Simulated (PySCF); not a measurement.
# Molecular orbitals of CdO⁻

B3LYP at R = 2.045 Å; Cd def2-SVPD with ECP28, O def2-SVPD; scalar-relativistic core potentials (PySCF 2.14). State: ²Σ⁺ (doublet), unpaired electrons σ ↑. Only the outer orbitals are listed, counted within each symmetry, core potentials removing the inner ones.

```
spin  orbital  occ.  ε (eV)  on Cd (%)           main shells (%)
   α       6σ     1   -2.97         36           64 O p, 31 Cd s
   α       3π     1   -0.87          5                    95 O p
   α       3π     1   -0.87          5                    95 O p
   α       7σ     1   -0.25         85  68 Cd s, 16 Cd p, 16 O p
   α       4π     0    4.02        106                  106 Cd p
   α       4π     0    4.02        106                  106 Cd p
   β       6σ     1   -1.35         79           78 Cd s, 24 O p
   β       3π     1   -0.35          7                    93 O p
   β       3π     1   -0.35          7                    93 O p
   β       7σ     0    2.34         51  50 O p, 32 Cd s, 18 Cd p
   β       4π     0    4.15        105                  104 Cd p
   β       4π     0    4.15        105                  104 Cd p
```

Which are the highest filled and the lowest empty level, where do they sit, and how wide is the gap?

Highest filled α 7σ at -0.25 eV (in %: 68 Cd s, 16 Cd p, 16 O p); lowest empty β 7σ at 2.34 eV (in %: 50 O p, 32 Cd s, 18 Cd p); the gap at B3LYP is 2.59 eV. An empty level above zero is unbound, and its energy depends on the basis.

| Quantity | Value |
| --- | --- |
| bond order (Mayer) | 0.73 |
| ⟨S²⟩ | 0.767 |
| charge on Cd (Mulliken, basis-dependent) | -0.14 |
| charge on Cd (Löwdin, basis-dependent) | 0.09 |
| dipole moment (positive dipole points towards O; it is taken about the centre of mass and depends on that origin) | -4.76 D |
| polarisability along the bond | 101.4 bohr³ |
| polarisability across the bond | 81.6 bohr³ |

Shares are Mulliken populations and can fall outside 0 to 100 %.

Spin–orbit coupling is left out. The state was picked by a PBE0 search and need not be the measured ground state.
